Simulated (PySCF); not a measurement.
H₃Al, SMILES `[AlH3]`, neutral singlet in the gas phase. 

Cartesian coordinates (Å):
```xyz
4

Al     0.0000     0.0000     0.0000
H      1.5769    -0.1020     0.0005
H     -0.8767    -1.3146    -0.0002
H     -0.7001     1.4166    -0.0003
```
Charge 0, spin multiplicity 1.

All levels are single points at this geometry (B3LYP-D3(BJ)/def2-TZVPD); Pople sets use spherical d functions. Orbital energies aren't observables, and empty levels follow the basis.

```json
[
 {"level": "B3LYP-D3(BJ)/def2-TZVPD in PySCF", "HOMO (eV)": "-8.40", "LUMO (eV)": "-1.98", "gap (eV)": "6.43", "dipole (D)": "0.00", "vertical IE, Delta-SCF (eV)": "–"},
 {"level": "PBE-D3(BJ)/def2-TZVPD in PySCF", "HOMO (eV)": "-7.31", "LUMO (eV)": "-2.53", "gap (eV)": "4.78", "dipole (D)": "0.00", "vertical IE, Delta-SCF (eV)": "–"},
 {"level": "B3LYP/6-311+G** in PySCF", "HOMO (eV)": "-8.40", "LUMO (eV)": "-2.01", "gap (eV)": "6.40", "dipole (D)": "0.00", "vertical IE, Delta-SCF (eV)": "–"},
 {"level": "B3LYP/6-31G* in PySCF", "HOMO (eV)": "-8.37", "LUMO (eV)": "-1.93", "gap (eV)": "6.44", "dipole (D)": "0.00", "vertical IE, Delta-SCF (eV)": "11.23"},
 {"level": "BP86/6-31G* in PySCF", "HOMO (eV)": "-7.40", "LUMO (eV)": "-2.53", "gap (eV)": "4.87", "dipole (D)": "0.00", "vertical IE, Delta-SCF (eV)": "–"},
 {"level": "M06-2X/6-31G* in PySCF", "HOMO (eV)": "-9.69", "LUMO (eV)": "-1.19", "gap (eV)": "8.50", "dipole (D)": "0.00", "vertical IE, Delta-SCF (eV)": "–"},
 {"level": "PBE/6-31G* in PySCF", "HOMO (eV)": "-7.29", "LUMO (eV)": "-2.49", "gap (eV)": "4.80", "dipole (D)": "0.00", "vertical IE, Delta-SCF (eV)": "–"},
 {"level": "SVWN5/6-31G* in PySCF", "HOMO (eV)": "-7.29", "LUMO (eV)": "-2.70", "gap (eV)": "4.58", "dipole (D)": "0.00", "vertical IE, Delta-SCF (eV)": "–"},
 {"level": "HF/STO-3G in PySCF", "HOMO (eV)": "-9.17", "LUMO (eV)": "8.84", "gap (eV)": "18.01", "dipole (D)": "0.00", "vertical IE, Delta-SCF (eV)": "–"}
]
```
